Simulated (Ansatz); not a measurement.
Total energies of Si(NH2)Cl3 (SiNCl₃H₂) from Ansatz at PBE-D4/def2-TZVP, gas phase (1 Eh = 27.2114 eV = 2625.5 kJ/mol). The reference geometry is relaxed at PBE-D4/def2-SVP.

```
atom    x (Å)    y (Å)    z (Å)
 Si1   0.4033  -0.1133   0.3857
  N2  -0.9420   0.1803  -0.6296
  H3  -1.1483  -0.4743  -1.3879
  H4  -1.1827   1.1430  -0.8771
 Cl5   0.3403  -2.0899   0.9657
 Cl6   0.2622   1.1459   2.0111
 Cl7   2.2670   0.2084  -0.4679
```

```
                 state   geometry  energy (Eh)
      charge 0 singlet  reference  -1725.55474
      charge 1 doublet  reference  -1725.18713
free Si atom (triplet)          –   -289.22285
 free N atom (quartet)          –    -54.53214
 free H atom (doublet)          –     -0.49962
free Cl atom (doublet)          –   -459.95840
```

Question: Work out the vertical ionisation energy to the doublet.

Answer: E(charge 1 doublet) − E(charge 0 singlet) = -1725.18713 − (-1725.55474) = 0.36761 Eh = 10.00 eV. For comparison, −ε of the highest occupied level is 6.91 eV at this level, 3.09 eV less.

Question: What is the binding energy per atom against free atoms?

Answer: Atoms: 1 × (-289.22285) + 1 × (-54.53214) + 2 × (-0.49962) + 3 × (-459.95840) = -1724.62943 Eh. Binding: -1724.62943 − (-1725.55474) = 0.92531 Eh = 25.18 eV, or 3.60 eV for each of 7 atoms (no zero-point energy, no counterpoise term).
